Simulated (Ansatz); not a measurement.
Wavefunction ladder for `[NH]=[W](=[NH])([F])[F]`

```xyz
7

N    -0.9117    1.0892   -0.4823
W     0.3463   -0.1073   -0.3851
N     0.3007   -0.8999    1.1619
F     0.0218   -1.3927   -1.7009
F     1.9885    0.7699   -0.5350
H    -1.6979    1.6240   -0.1482
H    -0.0476   -1.0833    2.0896
```

Charge 0, multiplicity 1. Correlated methods include outer-core shells of W, which these sets cover unevenly. W takes the def2 core potential. Geometry: relaxed with PBE0-D4/def2-TZVP. It is one conformer, not always the lowest. Frozen core, restricted reference, Ansatz.

| basis | HF (Eh) | MP2 corr. | CCSD corr. | (T) | CCSD(T) total |
| --- | --- | --- | --- | --- | --- |
| def2-SVP | -375.16738 | -1.09424 | -1.05188 | -0.04545 | -376.26471 |
| def2-TZVPP | -375.59242 | -1.42936 | -1.37419 | -0.07096 | -377.03757 |
| def2-QZVPP | -375.60775 | -1.56576 | – | – | – |
